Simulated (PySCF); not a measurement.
**Correlation energy of Os⁺ (osmium, charge +1)**

[Xe] 4f14 5d6 6s1, high-spin 6D determinant. Calculation: PySCF 2.14, in aug-cc-pVTZ-PP with ECP60MDF (6s6p5d3f2g, 88 functions); scalar relativity through the core potential. Frozen: 5s2 5p6; 7 electrons correlated.

```json
{"level": "CCSD", "correlation energy (mhartree)": "-135.81"}
{"level": "(T)", "correlation energy (mhartree)": "-4.31"}
{"level": "CCSD(T)", "correlation energy (mhartree)": "-140.12"}
```

Diagnostics: T1 = 0.0063, D1 = 0.0190, largest double amplitude 0.023.

Spin-orbit coupling, absent here, splits the open shell strongly.

Cost of the coupled-cluster step: roughly 40 core-seconds, for 7 correlated electrons.
